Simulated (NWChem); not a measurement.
System: heptafluoropropane (C3HF7); SMILES FC(C(F)(F)F)C(F)(F)F

Input file for NWChem:

```
start job
memory heap 200 mb stack 900 mb global 1100 mb
geometry units angstroms noautosym nocenter noautoz
  F     -1.817626    -0.053053     0.000000
  C     -0.539936    -0.504307     0.000000
  C      0.134877    -0.031989     1.288655
  F     -0.548887    -0.492586     2.330532
  F      1.376168    -0.503196     1.358177
  F      0.176313     1.290135     1.369319
  C      0.134877    -0.031989    -1.288655
  F      0.176313     1.290135    -1.369319
  F     -0.548887    -0.492586    -2.330532
  F      1.376168    -0.503196    -1.358177
  H     -0.524876    -1.606864     0.000000
end
basis spherical
  F library 6-31g*
  C library 6-31g*
  H library 6-31g*
end
dft
  xc m05-2x
  iterations 150
end
cosmo
  do_cosmo_smd true
  solvent toluene
end
task dft energy
```

NWChem printed, in part:

```
             Northwest Computational Chemistry Package (NWChem) 7.3.0
             --------------------------------------------------------

                             Geometry "geometry" -> ""
                             -------------------------

 Output coordinates in angstroms (scale by  1.889725989 to convert to a.u.)

  No.       Tag          Charge          X              Y              Z
 ---- ---------------- ---------- -------------- -------------- --------------
    1 F                    9.0000    -1.81762600    -0.05305300     0.00000000
    2 C                    6.0000    -0.53993600    -0.50430700     0.00000000
    3 C                    6.0000     0.13487700    -0.03198900     1.28865500
    4 F                    9.0000    -0.54888700    -0.49258600     2.33053200
    5 F                    9.0000     1.37616800    -0.50319600     1.35817700
    6 F                    9.0000     0.17631300     1.29013500     1.36931900
    7 C                    6.0000     0.13487700    -0.03198900    -1.28865500
    8 F                    9.0000     0.17631300     1.29013500    -1.36931900
    9 F                    9.0000    -0.54888700    -0.49258600    -2.33053200
   10 F                    9.0000     1.37616800    -0.50319600    -1.35817700
   11 H                    1.0000    -0.52487600    -1.60686400     0.00000000

 Effective nuclear repulsion energy (a.u.)     665.4823206618

                                 NWChem DFT Module
                                 -----------------

 Summary of "ao basis" -> "ao basis" (spherical)
 ------------------------------------------------------------------------------
       Tag                 Description            Shells   Functions and Types
 ---------------- ------------------------------  ------  ---------------------
 F                           6-31g*                  6       14   3s2p1d
 C                           6-31g*                  6       14   3s2p1d
 H                           6-31g*                  2        2   2s

 in cosmo_initialize ...
 calling solv_data for solv:toluene

 solvent parameters
 solvname_short: toluene
 solvname_long:  toluene
 dielec:        2.3741
 dielecinf:     2.2383
 nonaqueous SMD model solvent descriptors
 dielec:        2.3741
 sola:          0.0000
 solb:          0.1400
 solc:          0.8570
 solg:         40.2000
 solh:          0.0000
 soln:          1.4961

[...]

                                COSMO-SMD solvation results
                                ---------------------------

             internal energy in gas <Psi(g)|H|Psi(g)> =      -813.739554131327
         internal energy in solvent <Psi(s)|H|Psi(s)> =      -813.739260811955
                               delta internal energy  =         0.000293319372 (    0.18 kcal/mol)
   total free energy in solvent <Psi(s)|H+V/2|Psi(s)> =      -813.742974852553
 polarization energy contribution <Psi(s)|V/2|Psi(s)> =        -0.003714040599 (   -2.33 kcal/mol)
    total free energy in solvent including G(SMD-CDS) =      -813.740781217984
                       G(SMD-CDS) energy contribution =         0.002193634569 (    1.38 kcal/mol)
     1 M fixed-concentration free energy of solvation =        -0.001227086657 (   -0.77 kcal/mol)

                       DFT Final Molecular Orbital Analysis
                       ------------------------------------

 Vector   39  Occ=2.000000D+00  E=-5.191055D-01
              MO Center=  2.8D-01,  7.3D-02,  1.5D-07, r^2= 4.9D+00
   Bfn.  Coefficient  Atom+Function         Bfn.  Coefficient  Atom+Function
  ----- ------------  ---------------      ----- ------------  ---------------
    46      0.240421   4 F  py              116     -0.240421   9 F  py
    73      0.212074   6 F  px              101     -0.212074   8 F  px
    60     -0.192235   5 F  py              130      0.192235  10 F  py
    75     -0.185144   6 F  pz              103     -0.185144   8 F  pz
    45     -0.178572   4 F  px              115      0.178572   9 F  px

 Vector   40  Occ=2.000000D+00  E=-4.585126D-01
              MO Center= -7.0D-01, -3.0D-01, -2.8D-08, r^2= 2.5D+00
   Bfn.  Coefficient  Atom+Function         Bfn.  Coefficient  Atom+Function
  ----- ------------  ---------------      ----- ------------  ---------------
     4      0.374540   1 F  py               18     -0.316667   2 C  py
     8      0.282220   1 F  py              141      0.209896  11 H  s
   142      0.198750  11 H  s                 3      0.165483   1 F  px
    75     -0.150397   6 F  pz              103      0.150397   8 F  pz
    17     -0.143552   2 C  px               33      0.140452   3 C  pz

 Vector   41  Occ=2.000000D+00  E=-4.472523D-01
              MO Center= -3.7D-01, -1.6D-01,  4.3D-08, r^2= 3.2D+00
   Bfn.  Coefficient  Atom+Function         Bfn.  Coefficient  Atom+Function
  ----- ------------  ---------------      ----- ------------  ---------------
    19     -0.342911   2 C  pz                5      0.327643   1 F  pz
     9      0.249938   1 F  pz               33      0.202632   3 C  pz
    89      0.202632   7 C  pz               47     -0.192555   4 F  pz
   117     -0.192555   9 F  pz               34     -0.152362   3 C  s
    90      0.152362   7 C  s                61     -0.150776   5 F  pz

 Vector   42  Occ=0.000000D+00  E= 1.115125D-01
              MO Center= -4.4D-01, -2.9D-01, -1.3D-08, r^2= 2.5D+00
   Bfn.  Coefficient  Atom+Function         Bfn.  Coefficient  Atom+Function
  ----- ------------  ---------------      ----- ------------  ---------------
    21      0.715814   2 C  px                6      0.558891   1 F  s
     7      0.342425   1 F  px               17      0.326833   2 C  px
    35      0.272530   3 C  px               91      0.272530   7 C  px
     3      0.268412   1 F  px              142     -0.251883  11 H  s
    31      0.246013   3 C  px               87      0.246013   7 C  px

[...]
```

Level: M05-2X/6-31G* (spherical d), SMD on the gas-phase geometry. The geometry was optimised at PBE0/def2-SVP. Solvent: toluene.
